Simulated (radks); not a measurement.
Results of a calculation; reference values are marked as such.
Polarisability of neutral hydrogen, 1s1, at imaginary frequency. Code: a radial shooting solver on a logarithmic mesh with Libxc functionals. Model: non-relativistic Kohn-Sham, LDA (Slater exchange, Perdew-Wang correlation), spin-polarised, spherical densities, point nucleus; open shells are filled with parallel spins first. Response by self-consistent Sternheimer equations with the Hartree and adiabatic LDA kernel.

| w (hartree) | alpha1(iw) (bohr^3) | alpha2(iw) (bohr^5) |
|---|---|---|
| 0.00266 | 6.060 | 26.85 |
| 0.0143 | 6.049 | 26.82 |
| 0.0360 | 5.992 | 26.66 |
| 0.0697 | 5.813 | 26.14 |
| 0.118 | 5.406 | 24.92 |
| 0.186 | 4.685 | 22.59 |
| 0.280 | 3.684 | 18.96 |
| 0.413 | 2.591 | 14.38 |
| 0.605 | 1.630 | 9.713 |
| 0.892 | 0.9195 | 5.797 |
| 1.35 | 0.4630 | 3.032 |
| 2.12 | 0.2037 | 1.364 |
| 3.59 | 0.07461 | 0.5044 |
| 6.94 | 0.02047 | 0.1388 |
| 17.5 | 0.003241 | 0.02196 |

Static values: alpha1 = 6.060 bohr^3 (0.8980 angstrom^3; uncoupled 5.903), alpha2 = 26.86 bohr^5, alpha3 = 296.9 bohr^7. C6 = 9.820, C8 = 242.6, triple-dipole C9 = 43.80 atomic units. One-pole (London) frequency 4 C6 / (3 alpha1^2) = 0.357 hartree, against 0.269 for minus the highest occupied eigenvalue. The dipole shielding factor is 1.000, as the force sum rule N/Z = 1.000 demands. Recommended static value: 4.50711 bohr^3 (Schwerdtfeger and Nagle, 2023 table).
